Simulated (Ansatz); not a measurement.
S (SMILES [S]), triplet. Base run: B3LYP/def2-TZVP (Ansatz, an electronic-structure program).

Geometry (Å):
```xyz
1

S      0.0000     0.0000     0.0000
```
Charge 0, spin multiplicity 3.
Orbitals are unrestricted.
All else is at Ansatz's defaults.
Base energy -398.13237 Eh.

The base run was repeated with changes; each row names its change, and settings that it needs were set with it.

| change | ΔE vs base (kcal/mol) |
|---|---|
| base | 0.000 |
| final_grid = 14, 28, 59 | 0.000 |
| point_charge = charge:0.5 position_ang:1.122, 2.419, -1.3746 | -4.62 |
| accuracy = high | -0.002 |
| lower_state_search = off | 0.000 |
| final_grid = 4, 8, 17 | 0.017 |
| final_grid = 10, 20, 41 | 0.000 |
| fitting.mean_field = cc-pVTZ-JKFIT | -0.003 |
| forces = on | 0.000 |
| lower_state_search = light | 0.000 |
| fitting.mean_field = def2-universal-JKFIT | -0.023 |
